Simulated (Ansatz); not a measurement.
`N=C(N)BF` at its PBE0-D4/def2-TZVP geometry, where that method's forces vanish. Total charge 0; spin multiplicity 1.

```xyz
9

N     1.3030   -0.5538   -0.7421
C     0.2419   -0.1406   -0.1590
N    -0.7147   -0.9101    0.4508
B    -0.0447    1.4137   -0.1490
F     0.7657    2.2301   -0.7740
H     1.4003   -1.5708   -0.6877
H    -0.5500   -1.8892    0.6137
H    -1.4128   -0.4687    1.0222
H    -0.9886    1.8894    0.4252
```

(1) What forces (eV/Å) does PBE-D4/def2-TZVPP give on these atoms in Ansatz 0.2.0? (An estimate is asked.)

Results:

(1) The calculation gave: 
```
N1   0.764  0.045 -0.470
C2  -0.412  0.458  0.202
N3  -0.147 -0.032 -0.037
B4  -0.283 -0.336  0.225
F5   0.375  0.394 -0.289
H6   0.070 -0.383  0.008
H7   0.051 -0.372  0.064
H8  -0.287  0.153  0.221
H9  -0.130  0.074  0.077
```
